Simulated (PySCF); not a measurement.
Be(F)(OSiH3) (BeFH3OSi), SMILES [SiH3][O][Be][F]. Atoms are numbered in the order given.

```xyz
7

Be     0.0000     0.0000     1.3770
F      0.0000     0.0000     2.7631
O      0.0000     0.0000    -0.0299
Si     0.0000     0.0000    -1.6831
H      1.2140    -0.7009    -2.1909
H      0.0000     1.4018    -2.1909
H     -1.2140    -0.7009    -2.1909
```
Charge 0, spin multiplicity 1.

The structure is a stationary point at B3LYP-D3(BJ)/def2-SVP. Other conformers were not sampled.

Calculation: PBE/def2-TZVPD (PySCF).

The molecule is in vacuum.

Question: Estimate the frontier levels, gap, dipole moment and polarisability. (The exact figures need the calculation; the answer reports its results.)

Answer: 
| Item | Result |
|---|---|
| highest occupied level | -7.64 eV |
| lowest empty level | -1.44 eV |
| orbital gap | 6.20 eV |
| dipole moment | 1.14 D |
| quadrupole, principal values (traceless, Buckingham form, about the centre of nuclear charge) | -7.60, 3.80, 3.80 D·Å |
| mean static polarisability | 46.2 bohr³ (6.84 Å³) |
| polarisability, principal values | 41.9, 41.9, 54.6 bohr³ |
